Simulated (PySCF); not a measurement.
How the method changes the constants of KCa⁻

State: ¹Σ⁺ (singlet), closed shell. Set-up: K def2-SVPD, Ca def2-SVPD; no relativity (PySCF 2.14). De refers to K⁻ + Ca in their ground configurations, without counterpoise correction. A positive dipole points towards Ca; it is taken about the centre of mass and depends on that origin.

```json
{"Level": "RHF-MP2", "Re (Å)": "4.599", "ωe (cm⁻¹)": "62.8", "De (eV)": "n/a", "μ (D)": "n/a"}
{"Level": "RHF-SCS-MP2", "Re (Å)": "4.652", "ωe (cm⁻¹)": "59.9", "De (eV)": "n/a", "μ (D)": "n/a"}
{"Level": "RHF-CCSD", "Re (Å)": "4.621", "ωe (cm⁻¹)": "62.5", "De (eV)": "0.290", "μ (D)": "n/a"}
{"Level": "RHF-CCSD(T)", "Re (Å)": "4.554", "ωe (cm⁻¹)": "67.4", "De (eV)": "0.356", "μ (D)": "n/a"}
{"Level": "PBE", "Re (Å)": "4.510", "ωe (cm⁻¹)": "64.1", "De (eV)": "0.465", "μ (D)": "2.81"}
{"Level": "PW91", "Re (Å)": "4.500", "ωe (cm⁻¹)": "64.3", "De (eV)": "0.477", "μ (D)": "2.81"}
{"Level": "BP86", "Re (Å)": "4.522", "ωe (cm⁻¹)": "61.8", "De (eV)": "0.409", "μ (D)": "2.97"}
{"Level": "r²SCAN", "Re (Å)": "4.554", "ωe (cm⁻¹)": "65.1", "De (eV)": "0.465", "μ (D)": "2.60"}
{"Level": "PBE0", "Re (Å)": "4.559", "ωe (cm⁻¹)": "63.0", "De (eV)": "0.416", "μ (D)": "2.67"}
{"Level": "HSE06", "Re (Å)": "4.554", "ωe (cm⁻¹)": "62.6", "De (eV)": "0.431", "μ (D)": "2.74"}
{"Level": "MN15", "Re (Å)": "4.578", "ωe (cm⁻¹)": "53.1", "De (eV)": "0.350", "μ (D)": "4.32"}
```

Question: Which functional lies closest to RHF-CCSD(T) in De, which farthest, and by how much do they differ from it?

Answer: Closest is MN15 (+2.4 pm in Re, -21.2 % in ωe, -0.01 eV in De against RHF-CCSD(T) in the same basis), farthest PW91 (-5.4 pm in Re, -4.6 % in ωe, +0.12 eV in De). CCSD(T) converges more slowly with the basis than the functionals do and binds too weakly in this one, so the order can change at the basis-set limit.

Question: What does a quarter of exact exchange do here, going from PBE to PBE0?

Answer: PBE0 less PBE: +4.9 pm in Re, -1.7 % in ωe, -0.05 eV in De. Exact exchange removes part of the self-interaction that spreads semilocal densities, and in most molecules shortens and stiffens the bond and lowers De; here Re goes the other way.

Question: What does the step from GGA to meta-GGA do here, going from PBE to r²SCAN?

Answer: r²SCAN less PBE: +4.4 pm in Re, +1.6 % in ωe, +0.00 eV in De. 

Correlated steps freeze 10 core orbitals. Closed-shell solutions of metal pairs were not tested for spin polarisation, which can lower them a little. Correlated levels converge slowly with the basis: in double zeta they bind strong bonds too weakly, by up to about 1 eV, and carry superposition errors of some tenths. For an ion De counts to the pair picked by the measured ionisation energies or electron affinities, which need not be the lowest pair at this level. The highest Kohn–Sham level is positive in this anion. Much of that is self-interaction error, but it also means that the finite basis helps to hold the extra electron. The CCSD T1 diagnostic is raised, a sign that a single reference may not be enough here.

The whole job (state search and all levels along the bond) took about 3.3 min on 1 thread of Oxide Virtual Turin-like (shared host), peak memory 0.69 GiB.
